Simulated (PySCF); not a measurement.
# Computed spin Hamiltonian

Compound: C6H10N (doublet state).
SMILES with atom numbers: `[CH3:1]/[CH:2]=[N:3]/[C:4]1[CH2:5][CH2:6][CH2:7]1` (hydrogens: H8, H9, H10 on C1; H11 on C2; H12, H13 on C5; H14, H15 on C6; H16, H17 on C7)

Geometry (GFN2-xTB, Å), atoms numbered from 1 in this order:
```
atom  x, y, z in Å
C1     3.1628   -0.2745   -0.5693
C2     1.7588    0.1703   -0.7495
N3     0.7799   -0.5614   -0.2965
C4    -0.4607   -0.2258   -0.1686
C5    -1.2406    1.0639   -0.1609
C6    -2.5081    0.2320    0.1119
C7    -1.6673   -1.0605    0.1170
H8     3.7380    0.4824   -0.0328
H9     3.1867   -1.2047   -0.0094
H10    3.6478   -0.4230   -1.5360
H11    1.5849    1.0881   -1.3135
H12   -1.2322    1.6001   -1.1123
H13   -0.9638    1.7665    0.6269
H14   -3.2472    0.2778   -0.6847
H15   -2.9956    0.4539    1.0583
H16   -1.6335   -1.5856    1.0727
H17   -1.9168   -1.7874   -0.6574
```

The hyperfine couplings belong to this conformer and change with its torsions.

Computed, not measured: PySCF 2.14.0, UKS B3LYP, pcH-1 on C H N, non-relativistic, mean-field spin-orbit, GIAO. Isolated species at its GFN2-xTB geometry (one conformer only). A GFN2-xTB geometry isn't a minimum of the functional, and hyperfine couplings can be far from their values at a DFT geometry. The frame is twisted about the C2–N3 bond at this geometry (dihedral H11–C2–N3–C4 = -16°); couplings at other torsion angles weren't computed. The SCF solution wasn't tested for stability.

```json
{"g1, g2, g3": "2.00229, 2.00235, 2.00251", "g_iso": "2.00238", "Form of g": "rhombic: the two nearest values differ by 26 % of g3 − g1", "⟨S²⟩": "0.7686 (exact 0.7500)", "α and β electrons": "27, 26"}
```

Isotropic coupling and dipolar principal values T1 to T3, in G; ρ(0) is the spin density at the nucleus (MHz turned into gauss with g_iso; 10 G = 1 mT):

| atom | isotope | a_iso | T1 | T2 | T3 | Mulliken spin population | ρ(0) (bohr⁻³) |
| --- | --- | --- | --- | --- | --- | --- | --- |
| C1 | 13C | -6.9 | -0.6 | 0.2 | 0.4 | -0.05 | -0.0173 |
| C2 | 13C | 22.3 | -18.1 | -17.5 | 35.6 | 0.60 | 0.0556 |
| N3 | 14N | -1.6 | -5.2 | 1.7 | 3.5 | -0.14 | -0.0139 |
| C4 | 13C | 23.7 | -17.6 | -16.7 | 34.2 | 0.54 | 0.0590 |
| C5 | 13C | -6.6 | -0.5 | -0.2 | 0.6 | -0.04 | -0.0164 |
| C6 | 13C | 0.9 | -0.3 | -0.2 | 0.6 | 0.01 | 0.0022 |
| C7 | 13C | -6.9 | -0.6 | 0.1 | 0.5 | -0.05 | -0.0171 |
| H8 | 1H | 22.3 | -1.3 | -0.9 | 2.2 | 0.02 | 0.0140 |
| H9 | 1H | 0.6 | -1.0 | -1.0 | 1.9 | 0.00 | 0.0004 |
| H10 | 1H | 26.5 | -1.2 | -0.9 | 2.1 | 0.03 | 0.0166 |
| H11 | 1H | -13.1 | -7.3 | -0.7 | 8.0 | -0.02 | -0.0082 |
| H12 | 1H | 23.7 | -1.1 | -0.6 | 1.7 | 0.03 | 0.0149 |
| H13 | 1H | 17.6 | -1.2 | -0.8 | 1.9 | 0.03 | 0.0110 |
| H14 | 1H | -1.0 | -0.6 | -0.5 | 1.1 | 0.00 | -0.0006 |
| H15 | 1H | -0.9 | -0.6 | -0.5 | 1.1 | 0.00 | -0.0005 |
| H16 | 1H | 25.2 | -1.0 | -0.8 | 1.8 | 0.03 | 0.0158 |
| H17 | 1H | 21.6 | -1.0 | -0.9 | 1.9 | 0.02 | 0.0136 |

Largest spin populations (Mulliken): C2 (+0.60), C4 (+0.54) and N3 (-0.14). The angles at C2 add up to 359.9°, so it is planar; its axial dipolar tensor and the negative coupling of its proton fit spin in a p orbital normal to that plane.

The SMILES `C/C=N/[C]1CCC1` draws the unpaired electron on C4, whose computed spin population is only +0.54.

Under fast tumbling the dipolar parts average out, and these isotropic splittings remain: 2 × 1H (H16/H17, I = 1/2, 3 lines) with 2.34 mT, 2 × 1H (H12/H13, I = 1/2, 3 lines) with 2.06 mT, 3 × 1H (H8/H9/H10, I = 1/2, 4 lines) with 1.65 mT, 1 × 1H (H11, I = 1/2, 2 lines) with 1.31 mT, 1 × 14N (N3, I = 1, 3 lines) with 0.16 mT and 2 × 1H (H14/H15, I = 1/2, 3 lines) with 0.09 mT.

Class means assume fast exchange of nuclei equivalent by connectivity; if that motion is slow, each nucleus keeps its own coupling. C5 and C7, with what hangs on them, aren't averaged: C4 is flat or nearly so (angle sum 360°), and its turn about the short C4–N3 bond (1.29 Å) is taken as slow. The three 1H nuclei of mean +46.1 MHz run from 1.8 to 74.3 MHz in the frozen geometry. The 1H value of +57.8 MHz is a mean of couplings from 49.2 to 66.4 MHz in this one geometry, not an average over conformers. The 1H value of +65.6 MHz is a mean of couplings from 60.6 to 70.7 MHz in this one geometry, not an average over conformers.

The 13C coupling of C4 (66.3 MHz) shows only in satellite lines or after enrichment, since that isotope makes up about 1.07 % of natural carbon.

Examples of negative spin density at the nucleus (bohr⁻³): C1 (-0.0173), C7 (-0.0171) and C5 (-0.0164).
